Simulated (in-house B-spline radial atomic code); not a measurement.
The numbers below are computed, except where a source is named.
## Building a PAW s channel for S, r_c = 1.25 bohr

S, [Ne] 3s2 3p4, non-relativistic PBE, spherical and spin-unpolarised, from an all-electron radial atomic-structure program (B-spline basis) (atomic units; all potentials screened as in the neutral atom).

Two all-electron partial waves φ1, φ2 are integrated outwards at E1 = ε(3s) = -0.630009 and E2 = E1 + 1 hartree; φ1 is the bound orbital and φ2 has unit norm inside r_c = 1.2471 bohr. Smooth partners are polynomials, r^1(a0 + a1 r² + a2 r⁴ + a3 r⁶), matched to φ and three derivatives at r_c, with no condition on the norm. The local potential is -17.1193 + (33.116) r² + (-26.7631) r⁴ + (7.6998) r⁶ inside 1.0211 bohr and the all-electron one outside.

```
wave     φ(r_c)     φ'(r_c)         a0         a1          a2         a3
   1  0.8143521   0.3323586  0.1697188  0.9830793  -0.5985612  0.1068985
   2   1.426826  -0.6350642  0.6997795    1.73647   -1.314186  0.2452182
```

Inside r_c the overlaps are <φi φj> = [[0.24737, 0.49569], [0.49569, 1.00000]] and, for the smooth waves, [[0.24044, 0.49757], [0.49757, 1.04442]]. With χj = (Ej − T − V_local) applied to smooth wave j, the program's quadrature gives the matrix B_ij = <smooth i, χj> as [[0.51901, 1.26309], [1.26122, 3.09078]].

(1) Check the match of the first wave, and find the augmentation charges q_ij.

(2) B isn't symmetric. Show that D_ij = B_ij + Ej q_ij is.

Solving (T + V_local + Σ p D p) ψ = E (1 + Σ p q p) ψ in a sphere of 9 bohr gives these levels:

| all-electron | one projector | two projectors |
| --- | --- | --- |
| -0.630009 | -0.630009 | -9.625970 |
| 0.017913 | -0.628766 | -0.630009 |
| 0.294313 | 0.019174 | 0.017912 |
| 0.730419 | 0.297529 | 0.294313 |
| 1.317240 | 0.736971 | 0.730418 |

(3) What does the second projector gain?

Results:

(1) At r_c the four terms are 0.21166, 1.90674, -1.80557, 0.50151, which sum to 0.8143, φ1(r_c) to rounding. q_ij is the all-electron overlap less the smooth one: [[0.00693, -0.00187], [-0.00187, -0.04442]]. The smooth first wave has a norm of 0.2404 inside r_c against 0.2474, and q11 > 0 puts back the missing charge.

(2) Integrating by parts gives B12 − B21 = (E1 − E2) q12: 1.26309 − (1.26122) = 0.00187, and −1 × (-0.00187) = 0.00187. So D12 = 1.26309 + (0.369991)(-0.00187) = 1.26240 and D21 = 1.26122 + (-0.630009)(-0.00187) = 1.26240; D11 = 0.51464, D22 = 3.07434. The projectors, p = (B⁻¹)ᵀ χ, are dual to the smooth waves; det B = 0.011, small beside B11 B22, as the two smooth waves look alike inside r_c.

(3) With one projector the errors are 0.00 millihartree, and the level at -0.6288 is out of step with the all-electron series: an extra state, or one far too low, so the pairing ends there; skipping it, the next levels are off by +1.3, +3.2, +6.6 millihartree. With two a ghost lies below the reference level, so the set fails. The lowest eigenvalue of the overlap operator is 1 with one and 0.2504 with two projectors. The smooth orbital alone needs a cutoff of 13.5 hartree for 1 millihartree of kinetic energy, against 24.8 for a norm-conserving Troullier-Martins orbital of the same radius, which is no gain while the set fails.
